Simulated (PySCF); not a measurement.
Species: H10OSi4.
Z-matrix (Å and degrees, GFN2-xTB geometry), rows numbered from 1:
```
Si
O   1  1.6146
Si  2  1.6248  1  163.89
Si  3  2.3107  2  109.04  1   -13.69
Si  4  2.3143  3  115.88  2  -154.64
H   1  1.4622  2  106.79  3    85.75
H   1  1.4624  2  107.59  3   -34.15
H   1  1.4603  2  105.55  3  -154.20
H   3  1.4676  2  103.62  1  -136.60
H   3  1.4671  2  104.32  1   110.16
H   4  1.4778  3  110.34  2    82.00
H   4  1.4774  3  110.84  2   -30.29
H   5  1.4643  4  113.68  3   151.23
H   5  1.4655  4  112.74  3   -88.73
H   5  1.4669  4  112.53  3    30.91
```

The closed-shell SCF was solved with PySCF and density fitting under several settings on one GFN2-xTB geometry (grid level 2 and gas phase unless stated).

```csv
settings,basis functions,SCF cycles,E (Eh),HOMO (eV),LUMO (eV),dipole (D)
PBE0/pcSseg-1,163,11,-1238.6268,-7.95,-0.80,0.33
CAM-B3LYP/def2-SVPD,199,11,-1238.8283,-9.17,0.14,0.29
```

Problem. Estimate the rows for these settings: (1) PBE/6-31++G**; (2) B3LYP/def2-SVPD, level shift 0.2 Eh.

Solution. 
```json
{"settings": "PBE/6-31++G**", "basis functions": "166", "SCF cycles": "13", "E (Eh)": "-1238.4781", "HOMO (eV)": "-6.71", "LUMO (eV)": "-1.69", "dipole (D)": "0.29"}
{"settings": "B3LYP/def2-SVPD, level shift 0.2 Eh", "basis functions": "199", "SCF cycles": "11", "E (Eh)": "-1238.9277", "HOMO (eV)": "-7.71", "LUMO (eV)": "-1.03", "dipole (D)": "0.29"}
```

Problem. Over all rows, what range does the HOMO–LUMO gap span?

Solution. From 5.02 eV (PBE/6-31++G**) to 9.31 eV (CAM-B3LYP/def2-SVPD). The functional of the narrowest has no exact exchange, that of the widest range-separated exact exchange.

Cycle counts include a coarse-grid stage where the run had one. All basis functions are spherical, in the Pople sets too.

One conformer stands for the species.
